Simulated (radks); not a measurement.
The lutetium ion Lu16+, 55 electrons, occupied as [Kr] 4d10 4f9. All-electron calculation, non-relativistic Kohn-Sham, LDA (Slater exchange, Perdew-Wang correlation), spin-unpolarised, spherical densities, point nucleus; relativity is left out, which matters for an element this heavy. Program: a radial shooting solver on a logarithmic mesh with Libxc functionals.

Normalised radial functions P(r) = r R(r), r in bohr:

r               3s       3p       4s
0.0009054   0.1554   0.0030   0.0774
0.001029    0.1750   0.0039   0.0872
0.00117     0.1969   0.0050   0.0981
0.001319    0.2196   0.0063   0.1094
0.001499    0.2463   0.0081   0.1227
0.001703    0.2758   0.0104   0.1374
0.001921    0.3060   0.0131   0.1524
0.002183    0.3411   0.0168   0.1699
0.002481    0.3792   0.0214   0.1888
0.00282     0.4201   0.0274   0.2092
0.003179    0.4610   0.0343   0.2296
0.003613    0.5069   0.0437   0.2524
0.004107    0.5546   0.0554   0.2761
0.00463     0.6003   0.0692   0.2989
0.005263    0.6490   0.0874   0.3230
0.005981    0.6961   0.1100   0.3464
0.006744    0.7372   0.1360   0.3668
0.007665    0.7754   0.1700   0.3856
0.008711    0.8048   0.2114   0.4000
0.009822    0.8212   0.2582   0.4079
0.01116     0.8229   0.3177   0.4083
0.01269     0.8039   0.3883   0.3983
0.01431     0.7627   0.4653   0.3771
0.01626     0.6893   0.5594   0.3397
0.01848     0.5812   0.6656   0.2848
0.02083     0.4453   0.7750   0.2160
0.02368     0.2622   0.8995   0.1234
0.02691     0.0412   1.0271   0.0120
0.03035    -0.1955   1.1433  -0.1068
0.03449    -0.4691   1.2538  -0.2435
0.0392     -0.7481   1.3377  -0.3815
0.04455    -1.0091   1.3792  -0.5086
0.05023    -1.2116   1.3639  -0.6038
0.05709    -1.3513   1.2729  -0.6633
0.06489    -1.3793   1.0897  -0.6619
0.07316    -1.2788   0.8253  -0.5924
0.08315    -1.0197   0.4443  -0.4381
0.0945     -0.6047  -0.0264  -0.2045
0.1066     -0.0950  -0.5242   0.0706
0.1211      0.5305  -1.0738   0.3906
0.1376      1.1705  -1.5883   0.6893
0.1552      1.7092  -1.9852   0.8973
0.1764      2.1415  -2.2666   0.9876
0.2005      2.3679  -2.3667   0.9006
0.226       2.3708  -2.2887   0.6459
0.2569      2.1681  -2.0444   0.2135
0.292       1.8093  -1.6841  -0.3215
0.3292      1.4030  -1.3002  -0.8332
0.3741      0.9731  -0.9042  -1.2947
0.4252      0.6084  -0.5706  -1.5892
0.4794      0.3538  -0.3368  -1.6772
0.5449      0.1765  -0.1717  -1.5791
0.6193      0.0771  -0.0772  -1.3333
0.7039      0.0291  -0.0302  -1.0137
0.7936      0.0101  -0.0109  -0.7117
0.902       0.0027  -0.0031  -0.4376
1.025       0.0006  -0.0007  -0.2382
1.156       0.0001  -0.0002  -0.1192
1.314       0.0000  0.0000  -0.0493
1.493       0.0000  0.0000  -0.0173
1.684       0.0000  0.0000  -0.0054
1.913       0.0000  0.0000  -0.0013

3s: eigenvalue -2505.9 eV, 2 radial nodes at r = 0.0275, 0.109 bohr, <r> = 0.231 bohr, 90 % of the charge inside 0.336 bohr. 3p: eigenvalue -2317.6 eV, 1 radial node at r = 0.0939 bohr, <r> = 0.220 bohr, 90 % of the charge inside 0.328 bohr. 4s: eigenvalue -766.16 eV, 3 radial nodes at r = 0.0273, 0.103, 0.271 bohr, <r> = 0.508 bohr, 90 % of the charge inside 0.726 bohr.
